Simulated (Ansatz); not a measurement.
A nudged elastic band was laid between two geometries of F2H3NSi (7 atoms, charge 0, multiplicity 1).

These are results of Ansatz 0.2.0, RKS LDA/def2-SVP, not measurements.

```
movable images  : 9
climbing image  : yes
spring          : 5.0 eV/Å²
optimiser       : quadratic models (default)
start path      : through a guess of the saddle point
force threshold : 0.05 eV/Å
iteration limit : 60
end points      : relaxed
```

Image 0:

```xyz
7
Properties=species:S:1:pos:R:3
Si 0.398 0.006 0.127
N 0.765 -0.064 1.773
H 0.071 -0.156 2.517
H 1.703 0.151 2.116
H 1.655 0.080 -0.667
F -0.552 1.252 -0.260
F -0.487 -1.269 -0.307
```

Image 10:

```xyz
7
Properties=species:S:1:pos:R:3
Si -0.001 -0.044 -0.555
N 1.184 -0.078 1.143
H 0.755 -0.824 1.718
H 0.977 0.839 1.577
H 2.202 -0.220 1.067
F -0.570 1.397 0.053
F -0.994 -1.070 0.297
```

Question: Which bonds break or form, and what moves?

Answer: Bonds broken: Si1–H5. Bonds formed: N2–H5.

Question: What energy profile does the band end with?

Answer: It converged. The highest image is number 5 of 0 to 10, 2.65 eV above the first end and 1.59 eV above the last; the last end lies 1.06 eV above the first. Neighbouring images differ by up to 1.2 eV, so the band resolves the path poorly. A vibrational analysis at the climbing image gives one clearly imaginary mode, 1294i cm⁻¹: a first-order saddle point. The orbitals stay closed-shell, which can raise the energy where a bond breaks towards radicals; this wasn't checked here.

| image | path coordinate (Å) | energy (eV) | Si1–H5 (Å) | N2–H5 (Å) |
| --- | --- | --- | --- | --- |
| 0 | 0.00 | 0.00 | 1.49 | 2.60 |
| 1 | 0.47 | 0.01 | 1.49 | 2.63 |
| 2 | 0.95 | 0.05 | 1.49 | 2.65 |
| 3 | 1.42 | 0.43 | 1.49 | 2.35 |
| 4 | 1.89 | 1.67 | 1.51 | 1.90 |
| 5 | 2.37 | 2.65 | 1.63 | 1.44 |
| 6 | 2.74 | 1.91 | 1.88 | 1.11 |
| 7 | 3.12 | 1.30 | 2.28 | 1.03 |
| 8 | 3.49 | 1.11 | 2.57 | 1.03 |
| 9 | 3.87 | 1.06 | 2.73 | 1.03 |
| 10 | 4.24 | 1.06 | 2.74 | 1.03 |

Question: What is the geometry of the highest image?

Answer: 
```xyz
7
Properties=species:S:1:pos:R:3
Si 0.290 0.094 -0.230
N 0.945 -0.075 1.492
H 0.582 -0.749 2.192
H 1.382 0.748 1.936
H 1.750 -0.361 0.337
F -0.600 1.457 -0.255
F -0.798 -1.115 -0.173
```

The run took 2.4 min on 1 thread of Arm Neoverse V1, on a shared host, peak memory 0.14 GiB.
